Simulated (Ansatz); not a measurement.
Relaxed structures of CH4ClSn (charge +1), closed shell (PBE0-D4/def2-TZVP; forces vanish, vibrations not checked; lower isomers may exist, and structures with a doubtful reference or unclear bonds are left out; Å). Computed with Ansatz 0.2.0 (basis: def2-TZVPP); correlated methods freeze the cores. Filled d shells of the heavier atoms are correlated. Core potentials replace the inner electrons of the atoms past krypton. The def2 sets are not built for correlating such inner shells, so the correlated values are less sure here.

(1) Rank them by CCSD(T) energy, lowest first, and give each one's height above the lowest. Links in brackets join atoms within 1.22 times the sum of their covalent radii (1.1 for two metals). (To be estimated.)
A.
CH₄ClSn ([CH2][SnH][ClH]), total charge +1
```
7
angstrom
C -0.6027 0.7063 -0.0396
Sn 1.1419 -0.2119 0.0445
Cl 0.4895 -1.8786 2.0443
H -0.6802 1.5569 -0.7158
H -1.1618 0.8107 0.8883
H 1.4611 -1.6782 2.8715
H 2.0013 -1.3951 -0.7916
```
B.
CH₄ClSn ([CH3][SnH][Cl]), total charge +1
```
7
angstrom
C -0.7416 0.7376 -0.1954
Sn 0.7876 -0.6879 -0.0131
Cl 0.9379 -1.7027 1.9893
H -0.2782 1.7002 -0.4212
H -1.2874 0.7692 0.7459
H -1.3865 0.4369 -1.0235
H 1.9682 -1.2534 -1.0819
```
C.
CH₄ClSn ([Cl][CH][SnH3]), total charge +1
```
7
angstrom
C 0.7423 -0.6953 0.0979
Sn -0.8638 0.8399 -0.1835
Cl 1.0023 -1.5389 1.4468
H 0.1031 2.1788 -0.5537
H -1.6495 0.8266 1.3076
H -1.6672 0.1567 -1.5071
H 1.4529 -0.9542 -0.6952
```

No T1 diagnostic of these runs exceeds 0.020. The restricted Hartree–Fock reference is unstable towards an unrestricted one at one or more of these structures. A large double-excitation amplitude points to some diradical character; no triplet was computed.

Results:

(1) By the calculation: B (0.0 kJ/mol), A (240.6 kJ/mol), C (327.7 kJ/mol). Heights count from the lowest.

For scale, one of the runs: CCSD(T)/def2-TZVPP, 179 basis functions, launched by `ansatz run in.yaml --threads 2 --pin off --events-out ev --progress --plain --max-ram 4352MiB`. Time: 70 s of wall clock on 2 CPU threads of an Arm Neoverse V2; the host was shared. Peak host memory: 1.8 GiB.
